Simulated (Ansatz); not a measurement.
Si₂₁SbH₂₈⁻, a doped nanocrystal cut from the lattice of silicon (Sb on an inner site): single points at one geometry.

```yaml
crystal:
  periodic: [false, false, false]
  atoms:
    - {symbol: Si, position_ang: [-3.612602, -1.089610, -2.010999]}
    - {symbol: Si, position_ang: [-4.295148, 2.824062, 1.813964]}
    - {symbol: Si, position_ang: [-0.796344, -0.976263, -4.625218]}
    - {symbol: Si, position_ang: [-0.788464, -3.696691, -1.889846]}
    - {symbol: Si, position_ang: [-0.878828, -0.992811, 0.844870]}
    - {symbol: Si, position_ang: [1.873463, -3.630644, 0.878191]}
    - {symbol: Si, position_ang: [1.862532, -0.911699, -1.831851]}
    - {symbol: Si, position_ang: [1.797219, -0.918802, 3.588082]}
    - {symbol: Si, position_ang: [-0.895581, 1.749355, -1.885415]}
    - {symbol: Si, position_ang: [-0.953919, 4.543070, 0.792880]}
    - {symbol: Si, position_ang: [1.762513, 1.790567, 0.873392]}
    - {symbol: Si, position_ang: [-0.976444, 1.704447, 3.590845]}
    - {symbol: Si, position_ang: [4.554029, -0.875226, 0.913327]}
    - {symbol: Si, position_ang: [-2.136454, -2.385731, -3.302084]}
    - {symbol: Sb, position_ang: [-2.593605, 0.586849, -0.299537]}
    - {symbol: Si, position_ang: [-2.150307, 3.450254, 2.512590]}
    - {symbol: Si, position_ang: [0.492315, 0.400778, -3.220681]}
    - {symbol: Si, position_ang: [0.510331, -2.306311, -0.511821]}
    - {symbol: Si, position_ang: [0.419049, 0.403732, 2.212900]}
    - {symbol: Si, position_ang: [3.201985, -2.260062, 2.256278]}
    - {symbol: Si, position_ang: [3.184542, 0.465520, -0.454607]}
    - {symbol: Si, position_ang: [0.413176, 3.134745, -0.508787]}
    - {symbol: H, position_ang: [-4.487584, -0.259366, -2.918543]}
    - {symbol: H, position_ang: [-4.515070, -1.992697, -1.205900]}
    - {symbol: H, position_ang: [-4.730174, 1.424280, 2.165383]}
    - {symbol: H, position_ang: [-4.645698, 3.150877, 0.384600]}
    - {symbol: H, position_ang: [-1.675535, -0.131085, -5.514373]}
    - {symbol: H, position_ang: [0.106992, -1.807594, -5.502991]}
    - {symbol: H, position_ang: [-1.655110, -4.585357, -1.031371]}
    - {symbol: H, position_ang: [0.119742, -4.575342, -2.715073]}
    - {symbol: H, position_ang: [-1.692995, -1.906271, 1.733726]}
    - {symbol: H, position_ang: [0.999124, -4.525222, 1.722763]}
    - {symbol: H, position_ang: [2.750736, -4.507146, 0.016763]}
    - {symbol: H, position_ang: [2.754623, -1.786283, -2.683926]}
    - {symbol: H, position_ang: [0.934269, -1.790215, 4.467906]}
    - {symbol: H, position_ang: [2.626152, -0.023462, 4.476817]}
    - {symbol: H, position_ang: [-1.740286, 2.623685, -2.785059]}
    - {symbol: H, position_ang: [-1.944842, 5.251291, -0.101259]}
    - {symbol: H, position_ang: [-0.073550, 5.595215, 1.424979]}
    - {symbol: H, position_ang: [2.592451, 2.670444, 1.781038]}
    - {symbol: H, position_ang: [-1.971210, 0.792700, 4.270739]}
    - {symbol: H, position_ang: [-0.111668, 2.319230, 4.666789]}
    - {symbol: H, position_ang: [5.461544, -1.723097, 0.055478]}
    - {symbol: H, position_ang: [5.415594, -0.000498, 1.791161]}
    - {symbol: H, position_ang: [-2.961506, -3.282593, -4.199897]}
    - {symbol: H, position_ang: [-2.334723, 4.505309, 3.583109]}
    - {symbol: H, position_ang: [1.363459, 1.318551, -4.050796]}
    - {symbol: H, position_ang: [4.081760, -3.118761, 3.136862]}
    - {symbol: H, position_ang: [4.031698, 1.364795, -1.326333]}
    - {symbol: H, position_ang: [1.308380, 3.989087, -1.379026]}
basis:
  gaussian: {orbitals: def2-SVP, fitting: {mean_field: def2-universal-jkfit}, initial_orbitals: start.molden}
total_charge: -1
hamiltonian: {xc: pbe, dispersion: d4}
scf: {omitted_lower_state_checks: [starts]}
output: {orbitals: {seedname: orbitals}}
```

The file start.molden holds the orbitals of an earlier run on this structure, at another level or in another basis.

```sh
$ ansatz run in.yaml --threads 2 --pin off --events-out ev --progress --plain --max-ram 22528MiB --backend cuda --devices 0, --max-vram 18GiB
```

Output, abridged:

```
Functional definition: PBE
3410 factors; integrals over basis functions are off by at most 3.4e-1 eV
mean field evaluation 1: about -172293.3171 eV, gradient 1.5e1 eV
mean field evaluation 2: about -172293.7664 eV, gradient 4.9e-1 eV
mean field evaluation 4: about -172293.7752 eV, gradient 1.3e-2 eV
mean field evaluation 8: about -172293.7752 eV, gradient 1.3e-5 eV
mean field -172293.77515945 eV, -6331.6794521944 hartree, gradient 1.3e-5 eV, S^2 0.000000; 0 other end points of the search recorded, 0 dependent functions left out
reference -172293.77525039 eV, -6331.6794555364 hartree; 173, 173 occupied and 371, 371 virtual orbitals, 3410 factors
Total energy: -172297.67215946 eV, -6331.8226643033 hartree
Checks for a lower state left out: starts
```

Hardware: 2 threads of AMD EPYC 7R13 on a shared host and a share (18 GiB) of an NVIDIA H100 80GB HBM3. Wall time 6 s, peak host memory 1.1 GiB.

The first input with `gaussian: {orbitals: def2-SVP, fitting: {mean_field: def2-universal-jkfit}}`, `hamiltonian: {xc: pbe0, dispersion: d4}` (abridged; 4.4 s):

```
Functional definition: PBE0
mean field evaluation 16: about -172311.1344 eV, gradient 1.1e-3 eV
mean field -172311.13443566 eV, -6332.3173938287 hartree, gradient 4.1e-5 eV, S^2 0.000000
Total energy: -172314.69166721 eV, -6332.4481196771 hartree
Checks for a lower state left out: starts
```

The first input with `hamiltonian: {xc: lda}` (abridged; 3.8 s):

```
Functional definition: SPW92
mean field -171705.30097299 eV, -6310.0534247244 hartree, gradient 1.5e-5 eV, S^2 0.000000
Total energy: -171705.30106051 eV, -6310.0534279407 hartree
Checks for a lower state left out: starts
```

Geometry: PBE-D4/def2-SVP, that of the neutral doublet.

In the def2 sets Sb takes a core potential; there is no spin–orbit coupling. Single mean-field runs in def2-SVP are fitted with def2-universal-jkfit.
